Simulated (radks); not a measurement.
The mean radii <r> (bohr) of the occupied orbitals of an atom or ion are listed with their occupations. Method: scalar-relativistic Kohn-Sham, SOGGA, spin-unpolarised, spherical densities, finite nucleus; Fermi nuclear charge, rms radius of each element as measured or else 0.836 A^(1/3) + 0.57 fm; computed with a radial shooting solver on a logarithmic mesh with Libxc functionals.

| orbital | occ. | <r> |
|---|---|---|
| 1s | 2 | 0.01900 |
| 2s | 2 | 0.08040 |
| 2p | 6 | 0.07173 |
| 3s | 2 | 0.2087 |
| 3p | 6 | 0.2086 |
| 3d | 10 | 0.1890 |
| 4s | 2 | 0.4685 |
| 4p | 6 | 0.4979 |
| 4d | 10 | 0.5354 |
| 5s | 2 | 1.109 |
| 5p | 4 | 1.272 |
| 4f | 14 | 0.6593 |
| 5d | 1 | 1.698 |
| 6d | 2 | 4.050 |

Name the element and its charge.

Answer. Z = 72, hafnium, charge +3: Hf3+ in [Kr] 4d10 4f14 5s2 5p4 5d1 6d2. The 1s radius gives Z: for a bare nucleus <r> = (2 gamma + 1)/(2Z) with gamma = sqrt(1 - (Z/c)^2), 0.01876 bohr for Z = 72, and screening makes it slightly larger (0.01900 here). The occupations add up to 69, and the charge is Z minus that.
